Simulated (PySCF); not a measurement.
Fill in the blanks.

C3H5F3OS2.
SMILES: `CSSCOC(F)(F)F`

Conformer (atom-mapped SMILES and torsion angles): `[CH3:1][S:2][S:3][CH2:4][O:5][C:6]([F:7])([F:8])[F:9]`: C1–S2–S3–C4 89°, S2–S3–C4–O5 -72°, S3–C4–O5–C6 -174°, C4–O5–C6–F7 -179°.

```json
{"property": "point group of the GFN2-xTB geometry", "level": "GFN2-xTB", "value": "?"}
{"property": "rotational constants A, B, C of the GFN2-xTB geometry", "level": "GFN2-xTB", "value": "2.165, 0.605, 0.543 GHz"}
{"property": "dipole moment", "level": "PBE0/pcSseg-1", "value": "?"}
{"property": "HOMO energy", "level": "PBE0/pcSseg-1", "value": "-7.31 eV"}
{"property": "LUMO energy", "level": "PBE0/pcSseg-1", "value": "-0.61 eV"}
{"property": "13C chemical shifts (computed TMS as zero) by class", "level": "GIAO PBE0/pcSseg-1", "value": "129.5 (1 C), 87.0 (1 C), 30.3 (1 C) ppm"}
{"property": "1H chemical shifts (computed TMS as zero) by class", "level": "GIAO PBE0/pcSseg-1", "value": "?"}
{"property": "isotropic shieldings of nuclei other than C and H, by class", "level": "GIAO PBE0/pcSseg-1", "value": "212 (1 O), 250 (3 F), 411 (1 S), 470 (1 S) ppm"}
```

The electronic properties come from PySCF, for the isolated species, density fitting. NMR classes are plain means over equivalent atoms (diastereotopic ones count apart unless rotation or inversion swaps them), as if these changed places fast; in this geometry the members of some classes differ.

What is the point group of the GFN2-xTB geometry?

C1.

What are the 1H chemical shifts (computed TMS as zero) by class?

5.09 (2 H), 2.52 (3 H) ppm.

Give the dipole moment.

0.70 D.

The rotational constants make it an asymmetric top with κ = (2B − A − C)/(A − C) = -0.92, nearer the prolate limit (−1). A dipole of 0.70 D is allowed in C1, and pure rotational transitions are dipole-allowed. The dipole matches unit charges of opposite sign 0.15 Å apart (1 e·Å = 4.8032 D). With B = h/(8π²I), that is 505.379 GHz u Å² over I, the principal moments of inertia are 233.4, 834.9 and 931.5 u Å² (most abundant isotopes).

One conformer stands for the species.
